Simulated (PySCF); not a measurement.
# Selenium: a sound run and one with changed settings

Sound run: Se⁺ [Ar] 3d10 4s2 4p3, Se²⁺ [Ar] 3d10 4s2 4p2. Calculation: PySCF 2.14, in aug-cc-pVDZ-DK (6s5p3d, 36 functions); the spin-free X2C one-electron Hamiltonian (Gaussian nucleus). In the sound run the correlated levels freeze [Ar] 3d10. The sound run starts from symmetry-adapted Hartree-Fock orbitals and uses a fine grid where one is needed.

A second run was set up differently.

```tsv
species	method	sound run (hartree)	changed run (hartree)	converged
Se⁺	MP2	-2427.70519	-2427.73228	yes
Se²⁺	MP2	-2426.92590	-2426.95152	yes
```

Ionisation energy of Se⁺:

| method | sound run (eV) | changed run (eV) |
| --- | --- | --- |
| UHF | 20.841 | 20.841 |
| MP2 | 21.206 | 21.246 |
| SCS-MP2 | 21.078 | 21.102 |

Question: What was changed?
A. basis contracted for another Hamiltonian
B. minimal basis
C. all electrons correlated in a valence basis
D. too few SCF iterations

Answer: C. A valence basis has no tight correlating functions, so it recovers only part of the core correlation, and not evenly between atom and ion.
